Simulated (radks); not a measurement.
The germanium anion Ge- inside a hard spherical wall (all orbitals vanish at R), configuration held at [Ar] 3d10 4s2 4p3 and not refilled when levels cross. All-electron calculation, scalar-relativistic Kohn-Sham, PBEsol, spin-polarised, spherical densities, point nucleus; open shells are filled with parallel spins first. Program: a radial shooting solver on a logarithmic mesh with Libxc functionals. Eigenvalues in eV for spin up, with the zero of energy where the potential of the charges vanishes at infinity; a dash marks a level that is unbound or too diffuse for the functional's potential to be trusted. A positive occupied level is held by the wall or, in an anion where self-interaction has pushed it up, behind a barrier. The pressure on the wall is -dE/dV.

| R (bohr) | E (hartree) | kinetic (hartree) | e(3p) | e(3d) | e(4s) | e(4p) | e(5s, empty) | e(5p, empty) | pressure (GPa) |
|---|---|---|---|---|---|---|---|---|---|
| 20 | -2097.37462 | 2135.146 | -108.74 | -22.673 | -6.104 | 1.107 | 2.009 | 2.302 | 0.000227 |
| 12 | -2097.37253 | 2135.154 | -108.45 | -22.382 | -5.844 | 1.333 | 3.326 | 4.550 | 0.0168 |
| 10 | -2097.36862 | 2135.171 | -108.13 | -22.067 | -5.579 | 1.574 | 4.254 | 6.131 | 0.0794 |
| 7 | -2097.33285 | 2135.315 | -106.56 | -20.502 | -4.377 | 2.814 | 8.432 | 12.333 | 1.49 |
| 6 | -2097.28218 | 2135.511 | -105.14 | -19.105 | -3.358 | 3.998 | 12.305 | 17.442 | 5.08 |
| 5 | -2097.14607 | 2136.010 | -102.50 | -16.509 | -1.423 | 6.401 | 20.073 | 26.988 | 20.8 |
| 4 | -2096.72302 | 2137.428 | -97.301 | -11.443 | 2.883 | 11.913 | 37.607 | 47.224 | 108 |
| 2.5 | -2092.56317 | 2149.805 | -74.745 | 10.482 | 31.444 | 46.780 | 141.50 | 158.56 | 2920 |
| 2 | -2085.65625 | 2169.645 | -53.100 | 32.511 | 71.288 | 92.119 | 263.02 | 282.73 | 13500 |
